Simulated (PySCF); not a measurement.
SbI2, SMILES [Sb]([I])[I], multiplicity 2.

Geometry: B3LYP-D3(BJ)/def2-SVP. The spin state was assumed, not searched. The isomer is the one that the SMILES or the coordinates give; other isomers of the formula were not compared. The def2 effective core potentials stand for the cores of I, Sb; spin–orbit coupling is left out.

Calculation: B3LYP-D3(BJ)/def2-SVP run with PySCF.

Frequencies are harmonic and unscaled.

Problem. List the normal modes with their intensities. (The exact figures need the calculation; the answer reports its results.)

Solution. 
| mode | ν (cm⁻¹) | IR (km/mol) | moving atoms (share of kinetic energy) |
|---|---|---|---|
| 1 | 59 | 0.1 | I 81 %, Sb 19 % |
| 2 | 194 | 32.8 | Sb 55 %, I 45 % |
| 3 | 195 | 6.7 | I 52 %, Sb 48 % |
